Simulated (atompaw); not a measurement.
Before and after: PAW (atompaw) potential for ruthenium (Ru)

atompaw 4.2.0.5 input, output lines left out:

```
Ru 44
GGA-PBE scalarrelativistic loggrid 1500 logderivrange -8 5 326
5 5 4 0 0 0
5 0 1
5 1 0
4 2 7
0 0 0
c
c
c
v
v
c
c
v
v
c
v
2
2.05 1.95 1.80 1.80
n
n
y
0.25
n
custom polynom gramschmidtortho sinc
3 0.5 ultrasoft
1.40
2.05
1.55
2.05
1.95
2.05
```

All-electron outer shells of the reference configuration (PBE, scalar-relativistic, ld1.x):

```tsv
shell	level (eV)	outermost node (bohr)	outermost maximum (bohr)
3p	-447.22	0.16	0.36
3d	-273.12	–	0.30
4s	-76.37	0.48	0.92
4p	-46.42	0.49	0.98
4d	-5.20	0.48	1.21
5s	-4.24	1.24	2.73
5p	-0.91	1.41	3.97
```

Change: reference 4s2 4p6 4d7 5s0 5p1.

Cutoffs: the cutoffs (Ry, on a coarse ladder) from which the occupation-weighted sum of valence levels, in a spherical-Bessel basis at the reference potential, stays within 10 and 1 mRy of its value at 400 Ry; they do not see the model core or the augmentation charge, which bear on the density cutoff.

**Question.** What does the change do?

**Answer.** The potential gets neither clearly harder nor softer (40 Ry and 60 Ry → 40 Ry and 60 Ry); neither file shows a bound ghost.

```csv
quantity,base,changed
"cutoff, loose",40 Ry,40 Ry
"cutoff, tight",60 Ry,60 Ry
bound ghosts,none,none
s: phases at 2.05 bohr within 0.05 rad from the reference energy up to (Ry; the scan ends near 5),4.2,4.2
p: phases at 2.05 bohr within 0.05 rad from the reference energy up to (Ry; the scan ends near 5),1.7,1.6
d: phases at 2.05 bohr within 0.05 rad from the reference energy up to (Ry; the scan ends near 5),2.6,2.8
lowest overlap eigenvalue by channel,"s 0.62, p 0.60, d 0.76","s 0.62, p 0.60, d 0.80"
```

 The cutoffs see the waves, projectors and local potential, not the compensation charge or the core.
